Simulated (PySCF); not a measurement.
C₄H₄N (SMILES [c]1cc[nH]c1), doublet (typed; the unrestricted solution is spin-contaminated), at a GFN2-xTB geometry; CCSD(T)/6-31G (PySCF).

Here is a job for PySCF.
```python
from pyscf import gto, scf, cc

mol = gto.Mole()
mol.atom = '''
    H    -0.022168    0.025782    2.072187
    N    -0.011004    0.037225    1.065010
    C     0.015778    1.159625    0.282075
    C    -0.020268   -1.066645    0.268602
    C     0.022802    0.728539   -1.005338
    C     0.000547   -0.667354   -1.045536
    H     0.027217    2.144337    0.701227
    H    -0.040862   -2.056169    0.682023
    H    -0.000314   -1.299520   -1.909329
'''
mol.basis = '6-31g'
mol.charge = 0
mol.spin = 1
mol.verbose = 4
mol.build()

mf = scf.UHF(mol)
mf.kernel()

mycc = cc.CCSD(mf, frozen=6)
mycc.kernel()
et = mycc.ccsd_t()
print('E(CCSD(T)) = %.10f' % (mycc.e_tot + et))
mf.analyze()
```

Q: Write the output that PySCF gives for this input, abridged.

A: 
```
PySCF version 2.14.0

[INPUT] verbose = 4
[INPUT] num. atoms = 9
[INPUT] num. electrons = 35
[INPUT] charge = 0
[INPUT] spin (= nelec alpha-beta = 2S) = 1
[INPUT] symmetry False subgroup None
[INPUT] Mole.unit = angstrom
[INPUT] Symbol           X                Y                Z      unit          X                Y                Z       unit  Magmom
[...]
nuclear repulsion = 153.694141012927
number of shells = 33
number of NR pGTOs = 126
number of NR cGTOs = 53
basis = 6-31g
ecp = {}

******** <class 'pyscf.scf.uhf.UHF'> ********
method = UHF
initial guess = minao
damping factor = 0
level_shift factor = 0
DIIS = <class 'pyscf.scf.diis.CDIIS'>
diis_start_cycle = 1
diis_space = 8
diis_damp = 0
SCF conv_tol = 1e-09
SCF conv_tol_grad = None
SCF max_cycles = 50
direct_scf = True
direct_scf_tol = 1e-13
number electrons alpha = 18  beta = 17
Set gradient conv threshold to 3.16228e-05
init E= -209.740695837056

cycle= 1 E= -207.99190236077  delta_E= 1.75  |g|= 0.28  |ddm|= 2.17
cycle= 2 E= -208.055308622588  delta_E= -0.0634  |g|= 0.134  |ddm|= 0.576
cycle= 3 E= -208.06586277946  delta_E= -0.0106  |g|= 0.0578  |ddm|= 0.218
cycle= 4 E= -208.069108107398  delta_E= -0.00325  |g|= 0.0186  |ddm|= 0.105
cycle= 5 E= -208.069867032681  delta_E= -0.000759  |g|= 0.0133  |ddm|= 0.0426
cycle= 6 E= -208.070523080277  delta_E= -0.000656  |g|= 0.0108  |ddm|= 0.0443
cycle= 7 E= -208.07121140566  delta_E= -0.000688  |g|= 0.00945  |ddm|= 0.0516
cycle= 8 E= -208.071964285196  delta_E= -0.000753  |g|= 0.00831  |ddm|= 0.0627
cycle= 9 E= -208.07293619908  delta_E= -0.000972  |g|= 0.00654  |ddm|= 0.101
cycle= 10 E= -208.07347679906  delta_E= -0.000541  |g|= 0.00446  |ddm|= 0.0776
cycle= 11 E= -208.073749723244  delta_E= -0.000273  |g|= 0.00223  |ddm|= 0.0769
cycle= 12 E= -208.073771859967  delta_E= -2.21e-05  |g|= 0.00101  |ddm|= 0.0144
cycle= 13 E= -208.073777147774  delta_E= -5.29e-06  |g|= 0.000426  |ddm|= 0.0109
cycle= 14 E= -208.073777473317  delta_E= -3.26e-07  |g|= 0.000181  |ddm|= 0.00135
cycle= 15 E= -208.073777520025  delta_E= -4.67e-08  |g|= 9.22e-05  |ddm|= 0.000683
cycle= 16 E= -208.073777546661  delta_E= -2.66e-08  |g|= 5.19e-05  |ddm|= 0.00107
cycle= 17 E= -208.073777550337  delta_E= -3.68e-09  |g|= 3.3e-05  |ddm|= 0.000799
cycle= 18 E= -208.073777557652  delta_E= -7.32e-09  |g|= 1.15e-05  |ddm|= 0.000387
cycle= 19 E= -208.073777557995  delta_E= -3.43e-10  |g|= 7.11e-06  |ddm|= 4.37e-05
[...]
converged SCF energy = -208.073777558079  <S^2> = 1.0075124  2S+1 = 2.2427772
E(UCCSD) = -208.4925046485725  E_corr = -0.4187270904934665
E(CCSD(T)) = -208.5079972428
Total Energy =                        -208.073777558079030
[...]
spin_pop of  2 C 2py      -0.01904
spin_pop of  2 C 2pz      -0.03961
spin_pop of  2 C 3px      -0.00266
spin_pop of  2 C 3py       0.00018
spin_pop of  2 C 3pz       0.00114
spin_pop of  3 C 1s       -0.00000
spin_pop of  3 C 2s        0.03515
spin_pop of  3 C 3s       -0.00040
spin_pop of  3 C 2px       0.28217
spin_pop of  3 C 2py       0.01199
spin_pop of  3 C 2pz       0.03240
spin_pop of  3 C 3px       0.00209
spin_pop of  3 C 3py       0.00005
spin_pop of  3 C 3pz      -0.00012
spin_pop of  4 C 1s       -0.00000
spin_pop of  4 C 2s        0.24065
spin_pop of  4 C 3s        0.00226
spin_pop of  4 C 2px       0.35213
spin_pop of  4 C 2py       0.30512
spin_pop of  4 C 2pz       0.49466
spin_pop of  4 C 3px       0.00102
spin_pop of  4 C 3py       0.00000
spin_pop of  4 C 3pz       0.00058
spin_pop of  5 C 1s        0.00000
spin_pop of  5 C 2s       -0.03394
spin_pop of  5 C 3s        0.00088
spin_pop of  5 C 2px      -0.26561
spin_pop of  5 C 2py      -0.03624
spin_pop of  5 C 2pz      -0.02725
spin_pop of  5 C 3px      -0.00153
spin_pop of  5 C 3py       0.00108
spin_pop of  5 C 3pz       0.00059
spin_pop of  6 H 1s        0.02943
spin_pop of  6 H 2s       -0.00009
spin_pop of  7 H 1s       -0.01698
spin_pop of  7 H 2s        0.00012
spin_pop of  8 H 1s        0.02421
spin_pop of  8 H 2s       -0.00001
 ** Mulliken Spin Density (per atom)  **
spin density of  0 H =      0.00445
spin density of  1 N =      0.01507
spin density of  2 C =     -0.45393
spin density of  3 C =      0.36333
spin density of  4 C =      1.39642
spin density of  5 C =     -0.36201
spin density of  6 H =      0.02933
spin density of  7 H =     -0.01686
spin density of  8 H =      0.02419
 ** Mulliken pop alpha/beta on meta-lowdin orthogonal AOs **
 ** Mulliken pop       alpha | beta **
In total            18.00000 | 17.00000
 ** Mulliken atomic charges   ( Nelec_alpha | Nelec_beta ) **
charge of  0H =      0.24640  (     0.37902      0.37457 )
charge of  1N =     -0.20894  (     3.61200      3.59693 )
charge of  2C =     -0.10168  (     2.82388      3.27780 )
charge of  3C =     -0.06335  (     3.21334      2.85001 )
charge of  4C =     -0.04822  (     3.72232      2.32590 )
charge of  5C =     -0.19176  (     2.91488      3.27688 )
charge of  6H =      0.12490  (     0.45222      0.42288 )
charge of  7H =      0.12065  (     0.43125      0.44811 )
charge of  8H =      0.12199  (     0.45110      0.42691 )
Dipole moment(X, Y, Z, Debye): -0.03248, -0.49927,  2.23539
```
